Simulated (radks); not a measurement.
Fractional charge and spin in the 5p shell of gold: the spin-up occupation runs from 2 to 3 and the spin-down occupation from 2 to 3; the fullest corner is Au2+, [Kr] 4d10 4f14 5s2 5d(up 4.5, down 4.5) 5p(up 3, down 3). Method: scalar-relativistic Kohn-Sham, PBE, spin-polarised, spherical densities, point nucleus; computed with a radial shooting solver on a logarithmic mesh with Libxc functionals. Energy (eV) minus the two flat planes that join the four corners (they meet along the diagonal where the two added fractions sum to one electron); zero is where a piecewise linear energy would lie.

\begin{tabular}{lrrr}
down \ up & 2 & 2.5 & 3 \\ \hline
2 & 0.000 & -2.100 & 0.000 \\
2.5 & -2.100 & 0.241 & -1.953 \\
3 & 0.000 & -1.953 & 0.000 \\
\end{tabular}

Corners above the fullest one (they belong to Au3+ and the next ion): (up 3, down 2) 88.918 eV, (up 2, down 3) 88.918 eV, (up 2, down 2) 195.03 eV. With half an added electron in each spin the energy lies 0.241 eV from the planes, and with half an added electron in spin up alone -2.100 eV. The planes are only a guide here: the flat-plane condition holds for ground states with one frontier orbital, while this shell lies below other occupied shells, so the corners above the fullest one are inner-hole states and not the ground states of those ions.
